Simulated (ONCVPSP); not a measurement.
lead (Pb): one change to an ONCV potential, before and after

* Element: Pb
* Generator: ONCVPSP 4.0.1
* Type: optimised norm-conserving Vanderbilt (ONCV)
* Functional: PBE
* Relativity: scalar-relativistic
* Frozen core: [Kr] 4d10 4f14
* Valence charge: 22
* Reference configuration: 5s2 5p6 5d10 6s2 6p2
* Partial waves: 5s+6s: rc 1.60 bohr, ncon 4, nbas 7, qcut 7.6 1/bohr, 2 projectors; 5p+6p: rc 1.40 bohr, ncon 4, nbas 7, qcut 12.5 1/bohr, 2 projectors; 5d: rc 1.95 bohr, ncon 4, nbas 8, qcut 7.7 1/bohr, 2 projectors, debl 2.7 Ha
* Local potential: polynomial inside 0.95 bohr (lpopt 5, dvloc0 6 Ha)
* Core correction: none

Change: s: rc 1.1.

Cutoffs: the cutoffs (Ha) at which the residual kinetic energy of the hardest occupied pseudo-wave falls to 1 and 0.1 mHa per electron; they do not see the model core or the augmentation charge, which bear on the density cutoff. Errors are all-electron minus pseudo energies relative to the spin-unpolarised reference configuration.

Task: Predict the effect on cutoff, ghosts and configuration errors.

Result: The potential gets harder (49 Ha and 58 Ha → 90 Ha and 109 Ha); both files keep a bound ghost (d); of the 4 tests that both files solve, the error grows in 0 and shrinks in 1 by more than 15 % and 0.3 meV (median size 16.4 → 14.9 meV). A smaller radius makes the pseudo-wave follow the all-electron one further in, where it bends more sharply, so more plane waves are needed.

| quantity | base | changed |
| --- | --- | --- |
| cutoff, loose | 49 Ha | 90 Ha |
| cutoff, tight | 58 Ha | 109 Ha |
| loose cutoff by channel | s 22 Ha, p 49 Ha, d 22 Ha | s 90 Ha, p 49 Ha, d 22 Ha |
| bound ghosts | d | d |
| GHOST(+) flags under 300 eV | s at 130.2 eV | s at 244.2 eV |
| error for 5s2 5p6 5d10 6s2 6p1, meV [ΔE 6.58 eV] | -2.6 | -2.7 |
| error for 5s2 5p6 5d10 6s2 6p0, meV [ΔE 20.02 eV] | -8.3 | -8.7 |
| error for 5s2 5p6 5d10 6s1 6p0, meV [ΔE 52.43 eV] | -24 | -21 |
| error for 5s1 5p6 5d10 6s2 6p2, meV [ΔE 151.97 eV] | -767 | -252 |
| p: phases at 1.42 bohr within 0.05 rad from the reference energy up to (Ha; the scan ends near 5) | to the end of the scan | to the end of the scan |
| d: phases at 1.97 bohr within 0.05 rad from the reference energy up to (Ha; the scan ends near 5) | to the end of the scan | to the end of the scan |

 A true bound ghost makes a file unfit for plane-wave use even where its test errors are small: the radial tests pick states by their node count and pass the ghost by.
